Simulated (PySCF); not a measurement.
Al+ (aluminium, charge +1) across methods

[Ne] 3p2, high-spin 3P determinant (an excited configuration). Computed with PySCF 2.14 in x2c-TZVPPall, with the spin-free X2C one-electron Hamiltonian (Gaussian nucleus). The B2PLYP total includes its PT2 part (frozen core); its orbital energies are those of the SCF part.

```csv
method,E (hartree),mean ε 2p α (eV),mean ε 2p β (eV),mean ε 3p α (eV),Σ⟨r²⟩ (bohr²),⟨S²⟩
B2PLYP,-242.0580,-91.121,-90.685,-12.356,22.11,2.000
LDA,-241.1296,-81.168,-80.874,-11.011,21.62,2.000
PBE,-242.0620,-81.142,-80.862,-11.077,21.64,2.000
PBE0,-242.0738,-86.025,-85.670,-11.818,21.83,2.000
r2SCAN,-242.1663,-82.906,-82.625,-11.175,21.73,2.000
PW91,-242.1784,-81.290,-81.008,-11.111,21.57,2.000
UHF,-241.70984,-99.554,-98.961,-13.598,22.90,2.000
PBEsol,-241.5749,-80.966,-80.690,-10.991,21.61,2.000
```

Problem. Estimate the same row for BLYP.

Solution. E (hartree) = -242.2061; mean ε 2p α (eV) = -81.057; mean ε 2p β (eV) = -80.817; mean ε 3p α (eV) = -10.825; Σ⟨r²⟩ (bohr²) = 21.52; ⟨S²⟩ = 2.000.
